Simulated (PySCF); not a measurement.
GdCl: frontier orbitals

PBE at R = 2.409 Å; PySCF, spin-free X2C with a Gaussian nucleus, basis sets Gd x2c-TZVPall, Cl x2c-TZVPall. State: octet, about 7.1 electrons in the 4f shell (Mulliken). Only the outer orbitals are listed, counted within each symmetry.

| spin | orbital | occ. | ε (eV) | on Gd (%) | main shells (%) |
| --- | --- | --- | --- | --- | --- |
| α | 17σ | 1 | -8.60 | 19 | 80 Cl p, 10 Gd d |
| α | 9π | 1 | -8.02 | 10 | 89 Cl p |
| α | 9π | 1 | -8.02 | 10 | 90 Cl p |
| α | 18σ | 1 | -4.20 | 100 | 75 Gd s, 22 Gd d |
| α | 4δ | 0 | -3.13 | 100 | 100 Gd d |
| α | 4δ | 0 | -3.07 | 100 | 93 Gd d |
| α | 10π | 0 | -2.84 | 94 | 84 Gd d, 10 Gd p |
| β | 16σ | 1 | -8.60 | 15 | 84 Cl p |
| β | 8π | 1 | -8.05 | 9 | 90 Cl p |
| β | 8π | 1 | -8.04 | 9 | 91 Cl p |
| β | 18σ | 1 | -3.91 | 99 | 79 Gd s, 16 Gd d |
| β | 1φ | 0 | -5.59 | 100 | 100 Gd f |
| β | 1φ | 0 | -5.59 | 100 | 100 Gd f |
| β | 3δ | 0 | -5.49 | 100 | 100 Gd f |

Problem. Which are the highest filled and the lowest empty level, where do they sit, and how wide is the gap?

Solution. Highest filled β 18σ at -3.91 eV (in %: 79 Gd s, 16 Gd d); lowest empty β 1φ at -5.59 eV (in %: 100 Gd f); the gap at PBE is -1.68 eV.

- bond order (Mayer): 1.25
- ⟨S²⟩: 15.966
- charge on Gd (Mulliken, basis-dependent): 0.31
- charge on Gd (Löwdin, basis-dependent): -0.10
- dipole moment (positive dipole means Gd(−)Cl(+)): -2.33 D

Spin–orbit coupling is left out. Counting both spins, an empty level lies below a filled one in this solution, because spin and occupation are held. The state is the lowest single determinant that the PBE0 search found; with open d or f shells the true ground state can be another one.
